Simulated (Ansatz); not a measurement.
Reaction (substitution at a C–Sn bond): `[CH3][SnH]([OH])[SH]` + `[OH][GaH][SeH]` → `C[O][GaH][SeH]` + `[OH][SnH2][SH]`

Isolated molecules relaxed with PBE0-D4/def2-TZVP in Ansatz; ΔE leaves out vibrations. CCSD(T)/CBS is the MP2 limit (def2-TZVPP, def2-QZVPP) plus CCSD(T) − MP2 in def2-TZVPP, frozen cores. Functionals use def2-TZVPP. Elements past krypton have def2 core potentials. For Ga, Se, Sn outer-core shells are correlated without core-valence functions, which leaves a few kJ/mol of doubt a bond. Scalar relativity is left out up to krypton. Each species was taken in one conformer, which may not be the lowest.

`[CH3][SnH]([OH])[SH]`:

Cartesian coordinates in Å:
```
C -0.635 0.676 1.288
Sn 0.568 0.214 -0.396
O -0.717 0.286 -1.885
S 1.491 -2.006 -0.314
H -0.043 0.614 2.201
H -1.037 1.683 1.179
H -1.458 -0.036 1.337
H 1.895 1.239 -0.725
H -0.376 -0.102 -2.695
H 0.313 -2.566 0.010
```

`[OH][GaH][SeH]`:

Cartesian coordinates in Å:
```
O -0.695 -1.406 -0.272
Ga 0.287 -0.284 0.704
Se 0.677 1.872 -0.082
H -1.021 -1.043 -1.097
H 0.852 -0.790 2.056
H -0.101 1.652 -1.309
```

`C[O][GaH][SeH]`:

```xyz
9

C     0.019   -0.932    1.286
O     0.277    0.180    0.467
Ga   -0.314    0.309   -1.207
Se    0.307    2.278   -2.246
H     0.962   -1.395    1.596
H    -0.515   -0.615    2.188
H    -0.587   -1.704    0.792
H    -1.160   -0.833   -1.844
H     1.011    2.712   -1.031
```

`[OH][SnH2][SH]`:

```xyz
7

O     1.661   -0.257    0.419
Sn    0.011   -0.125   -0.637
S    -1.699    0.841    0.739
H     1.857    0.549    0.903
H     0.228    0.954   -1.938
H    -0.311   -1.741   -1.046
H    -1.748   -0.221    1.560
```

CCSD(T)/CBS gives +1.07 eV.

(1) Another level gave +0.97 eV. Which?
A. PBE0-D4/def2-TZVPP
B. CAM-B3LYP-D4/def2-TZVPP
C. PBE-QIDH/def2-TZVPP
D. HF/def2-TZVPP

(2) What do rigid-rotor, harmonic-oscillator terms from PBE0-D4/def2-TZVP frequencies (298.15 K, 1 bar) make of the CCSD(T)/CBS value? (Best estimate.)

Largest T1 diagnostic among the species: 0.013.

Answers

(1) A. PBE0-D4 0.97, CAM-B3LYP-D4 0.90, PBE-QIDH 1.01, HF/def2-TZVPP 0.83 eV.

(2) Computed: ΔZPE = -0.03 eV, ΔH = +1.02 eV, ΔS = -7 J/(mol·K), ΔG = +1.04 eV.

In def2-TZVPP, CCSD(T) changes the Hartree–Fock value by +0.17 eV (the triples alone add +0.02 eV) and MP2 by +0.28 eV. At CCSD(T), def2-SVP lies −0.31 eV from the extrapolated value and def2-TZVPP −0.06 eV.
